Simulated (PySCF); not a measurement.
## LaH₃: umbrella–stretch map

These are results of PBE0 in PySCF with La lcecp-1-TZVP with ECP46, H def2-TZVP; scalar-relativistic core potentials, no spin–orbit coupling; density-fitted integrals, not measurements.

Rigid scan from the singlet minimum (La–H 2.109 Å (×3); H–La–H 111.3° (×3)). Coordinate: rows: all bonds scaled; columns: angle to the threefold axis. Energies in kJ/mol from the minimum.

Question: Give the energy map for rows 0.95, 0.98, 1.00, 1.03, 1.07 and columns 60, 66, 72, 78, 84, 90.

Answer: 
```tsv
scale \ angle	60	66	72	78	84	90
0.95	23.5	15.2	13.2	16.4	21.4	23.7
0.98	14.1	4.8	2.0	4.3	8.5	10.6
1.00	13.3	3.3	0.0	1.8	5.5	7.3
1.03	19.1	8.3	4.2	5.1	8.1	9.6
1.07	37.8	25.9	20.8	20.6	22.7	23.9
```

Question: And the size of the dipole moment (D) on the same grid?

Answer: 
```csv
scale \ angle,60,66,72,78,84,90
0.95,6.62,5.64,4.49,3.16,1.65,0.00
0.98,6.91,5.89,4.68,3.30,1.72,0.00
1.00,7.10,6.05,4.81,3.38,1.76,0.00
1.03,7.36,6.27,4.98,3.50,1.82,0.00
1.07,7.69,6.55,5.20,3.64,1.89,0.00
```

The bond scale of lowest energy on the grid is 1.00 at 60°, 1.00 at 66°, 1.00 at 72°, 1.00 at 78°, 1.00 at 84°, 1.00 at 90°.
